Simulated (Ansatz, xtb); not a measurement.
Isomers of C2H10Ge2O in order of energy

6 gas-phase structures of C2H10Ge2O, from a drawn sample of its isomers (lower ones may exist). Each was relaxed with GFN2-xTB; where two conformers were screened, the lower at r2SCAN-D4/def2-SVP is listed:

A. `C[CH2][GeH2][O][GeH3]`, a singlet
B. `CC[O][GeH2][GeH3]`, a singlet
C. `C[O][GeH2][CH2][GeH3]`, a singlet
D. `[CH3][GeH]([CH3])[O][GeH3]`, a singlet
E. `C[O][Ge@H]([CH3])[GeH3]`, a singlet
F. `[CH3][GeH2][CH2][O][GeH3]`, a singlet

Make a reasoned guess at their ranking by r2SCAN-D4/def2-SVP single-point energy.

Calculated order at r2SCAN-D4/def2-SVP: D (0.0), A (9.9), E (18.0), B (22.4), C (28.2), F (32.5) kcal/mol.

Energies above the lowest of each column, in kcal/mol; the last columns are at B3LYP-D3(BJ)/def2-SVP geometries and were run for some of them only (a dash: not run or not comparable):

```csv
structure,GFN2-xTB,HF/STO-3G,r2SCAN-D4/def2-SVP,B3LYP-D3(BJ)/def2-SVP,CCSD(T)/def2-SVP + ΔMP2/def2-TZVPP
D,0.0,0.0,0.0,0.0,0.0
A,0.2,11.4,9.9,8.7,11.3
E,11.5,7.4,18.0,17.8,22.6
B,6.0,11.7,22.4,–,–
C,23.8,19.1,28.2,–,–
F,23.8,19.3,32.5,–,–
```

Every level run on D puts it lowest or level with the lowest. Flexible structures stand in one conformer each, not always the lowest. Frequencies (GFN2-xTB) were run for A, D, E alone. The ΔMP2 step shifts differences by up to 3.4 kcal/mol, which makes them less sure. ΔMP2 is the change of the MP2 energy from the smaller to the larger basis.

Over these structures GFN2-xTB departs from r2SCAN-D4/def2-SVP by 4.0 kcal/mol on average once a common shift is removed. A GFN2-xTB relaxation took about 0.14 s and the r2SCAN-D4/def2-SVP energy about 2.4 s on a shared host (Ansatz 0.2.0, xtb 6.7.1).
